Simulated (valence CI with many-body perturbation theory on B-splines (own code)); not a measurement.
# E1 transitions of Sc VIII

Computed by valence CI with perturbative core correlation (CI+MBPT): four valence electrons over a frozen Dirac-Fock core [Ne], radial functions for each j: 11 s, 11 p, 9 d, 7 f, 5 g, 2 h, 1 i, with the one-electron correlation potential Σ1, the two-electron term Σ2, the three-electron term Σ3, Breit, model QED; selected CI, second order for the rest, scaled by the run's own slope (own B-spline code, finite nucleus).

Set against measurement, 21 paired levels are off by 87 cm⁻¹ on average, the worst by 341. These come from a selection out of Sugar and Corliss, J. Phys. Chem. Ref. Data 9, 473 (1980). Levels without a partner in it may be off by more.

Lines 101 to 150 of 223 in falling wavelength, among levels below 66.150 eV, chosen from the strongest by gf and those to the six lowest levels. Wavelengths and rates use the calculated energies, so an error of 90 cm⁻¹ moves a line at 374.2 Å by 0.034 % and its rate by three times that or more. Electric multipoles are in the length gauge, E1 and E2 with the static RPA response of the core. Weak lines are less certain than strong ones. Lines between different terms over intervals too small for the method are left out, as are lines whose strength nearly cancels. The highest levels of a list are the least certain.

Names give the largest LS component (configuration and term), which can be under half, so a name can repeat, a term be missing and a line seem to break the LS rules; names also repeat where a configuration has a term twice. Letters in brackets count levels of one name in rising energy.

```
λ vac (Å)  λ from measured levels               Upper         Lower   A (s⁻¹)  S (a.u.) with core polarisation  S without
    383.0                                    3p4 3P_1  3s 3p3 5S°_2  8.12e+05                         6.75e-05   7.00e-05
    381.8                          3s 3p2 3d 3P_1 [a]  3s 3p3 3P°_2  2.64e+09                         2.17e-01   2.26e-01
    381.7                          3s 3p2 3d 3P_1 [a]  3s 3p3 3P°_1  7.77e+08                         6.40e-02   6.66e-02
    381.6                          3s 3p2 3d 3P_1 [a]  3s 3p3 3P°_0  1.40e+09                         1.15e-01   1.20e-01
    379.3                          3s 3p2 3d 3P_0 [a]  3s 3p3 3P°_1  5.36e+09                         1.44e-01   1.50e-01
    378.3                          3s 3p2 3d 3D_3 [a]  3s 3p3 1D°_2  2.78e+08                         5.21e-02   5.41e-02
    374.2                   374.7        3s 3p3 3S°_1  3s2 3p2 3P_2  1.86e+10                         1.44e+00   1.50e+00
    373.9                   373.6     3s2 3p 3d 3P°_1  3s2 3p2 1S_0  1.02e+07                         7.87e-04   8.11e-04
    371.0                                    3p4 1D_2  3s 3p3 5S°_2  4.52e+04                         5.70e-06   5.91e-06
    369.7                   370.2        3s 3p3 3S°_1  3s2 3p2 3P_1  1.07e+10                         8.01e-01   8.33e-01
    369.3                              3s 3p2 3d 1F_3  3s 3p3 1D°_2  8.02e+09                         1.40e+00   1.45e+00
    366.8                             3s2 3p 3d 3F°_2  3s2 3p2 3P_2  8.84e+06                         1.08e-03   1.11e-03
    366.6                   367.1        3s 3p3 3S°_1  3s2 3p2 3P_0  3.82e+09                         2.79e-01   2.90e-01
    364.1                             3s2 3p 3d 3F°_3  3s2 3p2 3P_2  3.29e+07                         5.50e-03   5.67e-03
    363.9                   363.6     3s2 3p 3d 3D°_1  3s2 3p2 1S_0  6.67e+06                         4.76e-04   4.92e-04
    362.5                             3s2 3p 3d 3F°_2  3s2 3p2 3P_1  1.40e+07                         1.65e-03   1.70e-03
    361.9                   362.3        3s 3p3 1P°_1  3s2 3p2 3P_2  8.02e+08                         5.63e-02   5.86e-02
    360.4                              3s 3p2 3d 5F_1  3s 3p3 5S°_2  5.76e+04                         3.99e-06   4.11e-06
    359.5                              3s 3p2 3d 5F_2  3s 3p3 5S°_2  3.62e+05                         4.15e-05   4.27e-05
    358.2                              3s 3p2 3d 5F_3  3s 3p3 5S°_2  6.57e+05                         1.04e-04   1.08e-04
    357.7                   358.1        3s 3p3 1P°_1  3s2 3p2 3P_1  1.40e+09                         9.51e-02   9.89e-02
    354.8                   355.2        3s 3p3 1P°_1  3s2 3p2 3P_0  3.03e+08                         2.00e-02   2.08e-02
    350.8                          3s 3p2 3d 3D_3 [a]  3s 3p3 3P°_2  3.29e+08                         4.90e-02   5.11e-02
    349.0                          3s 3p2 3d 3P_2 [a]  3s 3p3 3D°_3  1.43e+10                         1.51e+00   1.56e+00
    348.4                          3s 3p2 3d 3P_2 [a]  3s 3p3 3D°_2  4.20e+09                         4.39e-01   4.55e-01
    348.3                          3s 3p2 3d 3P_2 [a]  3s 3p3 3D°_1  3.77e+08                         3.93e-02   4.08e-02
    347.0                          3s 3p2 3d 3D_3 [b]  3s 3p3 1D°_2  3.09e+08                         4.46e-02   4.62e-02
    346.1                              3s 3p2 3d 1P_1  3s 3p3 1D°_2  2.30e+10                         1.41e+00   1.47e+00
    345.1                          3s 3p2 3d 3P_1 [a]  3s 3p3 3D°_2  1.20e+10                         7.28e-01   7.56e-01
    345.0                          3s 3p2 3d 3P_1 [a]  3s 3p3 3D°_1  5.90e+09                         3.59e-01   3.72e-01
    343.7                              3s 3p2 3d 5D_1  3s 3p3 5S°_2  2.32e+07                         1.39e-03   1.44e-03
    343.3                              3s 3p2 3d 5D_2  3s 3p3 5S°_2  5.83e+07                         5.82e-03   6.00e-03
    343.1                              3s 3p2 3d 1F_3  3s 3p3 3P°_2  4.62e+08                         6.45e-02   6.69e-02
    343.0                          3s 3p2 3d 3P_0 [a]  3s 3p3 3D°_1  1.73e+10                         3.44e-01   3.57e-01
    342.7                              3s 3p2 3d 5D_3  3s 3p3 5S°_2  7.43e+07                         1.03e-02   1.07e-02
    339.5                   339.5     3s2 3p 3d 3P°_2  3s2 3p2 1D_2  9.77e+09                         9.44e-01   9.80e-01
    336.2                   336.1     3s2 3p 3d 3P°_1  3s2 3p2 1D_2  1.75e+08                         9.83e-03   1.02e-02
    335.1                             3s2 3p 3d 1D°_2  3s2 3p2 1D_2  2.54e+10                         2.36e+00   2.45e+00
    332.0                              3s 3p2 3d 3S_1  3s 3p3 1D°_2  5.00e+08                         2.71e-02   2.81e-02
    328.2                   328.0     3s2 3p 3d 3D°_1  3s2 3p2 1D_2  6.55e+07                         3.43e-03   3.54e-03
    327.6                          3s 3p2 3d 3F_3 [b]  3s 3p3 3P°_2  4.56e+08                         5.54e-02   5.74e-02
    327.2                   327.1     3s2 3p 3d 3D°_2  3s2 3p2 1D_2  2.03e+08                         1.75e-02   1.81e-02
    326.7                   326.7     3s2 3p 3d 3D°_3  3s2 3p2 1D_2  2.83e+08                         3.42e-02   3.53e-02
    326.3                          3s 3p2 3d 3F_2 [a]  3s 3p3 5S°_2  1.90e+05                         1.63e-05   1.69e-05
    325.9                          3s 3p2 3d 3D_1 [b]  3s 3p3 3P°_1  3.80e+09                         1.94e-01   2.01e-01
    325.8                          3s 3p2 3d 3D_1 [b]  3s 3p3 3P°_0  7.11e+09                         3.64e-01   3.77e-01
    325.1                          3s 3p2 3d 3D_2 [b]  3s 3p3 3P°_2  1.62e+09                         1.38e-01   1.42e-01
    325.1                          3s 3p2 3d 3D_2 [b]  3s 3p3 3P°_1  9.95e+09                         8.44e-01   8.73e-01
    325.0                          3s 3p2 3d 3F_3 [a]  3s 3p3 5S°_2  1.33e+06                         1.58e-04   1.63e-04
    323.8                          3s 3p2 3d 3D_3 [b]  3s 3p3 3P°_2  1.12e+10                         1.31e+00   1.35e+00
```
